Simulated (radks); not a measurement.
Numerical settings for neutral platinum, [Xe] 4f14 5d9 6s1. Calculated with a radial shooting solver on a logarithmic mesh with Libxc functionals: scalar-relativistic Kohn-Sham, PBEsol, spin-unpolarised, spherical densities, finite nucleus; Fermi nuclear charge, rms radius 5.427 fm. The defaults (mesh step 0.008 in ln r, mesh end at 40 bohr or more with all orbitals vanishing there, Anderson mixing 0.5 over 9 steps, residual threshold near 1e-9 with the energy settled to 1e-9 hartree or 1e-11 of itself, here a cap of 74 iterations) give E = -18404.533 hartree and 6s at -5.693 eV in 15 iterations. Times are rough (one thread of a shared host). Changes against that run (0 stands for a change within the tolerance of the run):

| setting | iterations | converged | E (mhartree) | e(6s) (meV) | CPU (s) |
|---|---|---|---|---|---|
| mesh step in ln r 0.03 | 15 | yes | +0.00554 | 0 | 0.07 |
| mesh step in ln r 0.05 | 15 | yes | +0.0961 | +0.0105 | 0.05 |
| mesh step in ln r 0.12 | 4 | no | diverged | - | 0.01 |
| mesh end (bohr) 8 | 15 | yes | +1.52 | +89.1 | 0.19 |
| mesh end (bohr) 3 | 14 | level above zero | +1.78e+03 | +2.44e+04 | 0.15 |
| residual threshold 0.001 | 10 | yes | 0 | +0.212 | 0.16 |
| residual threshold 0.1 | 10 | yes | 0 | +0.212 | 0.16 |
| mixing 1.5 | 15 | yes | 0 | 0 | 0.21 |
| linear mixing, mixing 0.8 | 74 | no | +4.02e+05 | +3.1e+03 | 1.9 |
| linear mixing, mixing 0.2 | 74 | no | 0 | 0 | 0.71 |
| mixing history 2 | 29 | yes | 0 | 0 | 0.33 |
| iteration cap 5 | 5 | no | +4.16 | -39.1 | 0.08 |

Settled on a wrong energy, with an occupied level pushed above zero by the early mesh end: mesh end (bohr) 3 (+1.78 hartree). Apart from these: settings that end as converged yet miss the energy by more than 1 mhartree: mesh end (bohr) 8 (+0.00152 hartree). A mesh that ends early acts as a hard wall.
